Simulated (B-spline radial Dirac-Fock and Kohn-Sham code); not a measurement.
# Br⁵⁺: photoemission with 3350 eV photons

System: the Br⁵⁺ ion, configuration [Ar] 3d10 4s2.

The run's input, task.json:

```json
{"items": [{
  "Z": 35,
  "q": 5,
  "cfg": [[1, 0, 2], [2, 0, 2], [2, 1, 6], [3, 0, 2], [3, 1, 6], [3, 2, 10], [4, 0, 2]],
  "A": 79,
  "rrms": 4.1629,
  "do": ["binding", "quiet", "photo"],
  "hv": [28.7, 42.9, 46.5, 65.8, 326.0, 387.0, 467.0, 604.0, 2250.0, 2380.0, 2990.0, 3350.0, 6830.0, 7250.0, 10300.0, 11300.0, 14500.0, 24700.0, 31700.0, 45300.0, 89500.0, 98100.0, 98200.0, 105000.0]
}]}
```

Run with: `python xray_run.py task.json out`

Calculated with an atomic code on a B-spline grid, using a relativistic central-field model (Hartree-Slater potential of the initial state, Latter tail, multipole expansion of the photon field, Dirac-Fock thresholds). The asymmetry parameter β is from the dipole term alone. Kinetic energies are from the vacuum level.

| subshell | electrons | binding (eV) | kinetic (eV) | σ (kb) | β |
| --- | --- | --- | --- | --- | --- |
| 2s | 2 | 1873.2 | 1476.8 | 26.4 | 2.00 |
| 2p1/2 | 2 | 1682.3 | 1667.7 | 27.8 | 1.43 |
| 2p3/2 | 4 | 1635.6 | 1714.4 | ? | ? |
| 3s | 2 | 343.0 | 3007.0 | 4.54 | 2.00 |
| 3p1/2 | 2 | 275.4 | 3074.6 | 3.35 | 1.41 |
| 3p3/2 | 4 | 268.4 | 3081.6 | 6.26 | 1.43 |
| 3d3/2 | 4 | 152.0 | 3198.0 | 0.920 | 0.83 |
| 3d5/2 | 6 | 151.0 | 3199.0 | 1.32 | 0.81 |
| 4s | 2 | 85.29 | 3264.7 | 0.700 | 2.00 |

**Question.** What are σ and β for 2p3/2?

**Answer.** σ = 52.0 kb, the largest of all subshells and 42 % of the total, and β = 1.46.

Run: 2.0 s of CPU time on 1 thread of Intel(R) Xeon(R) 6975P-C (shared host), peak memory 0.34 GiB.
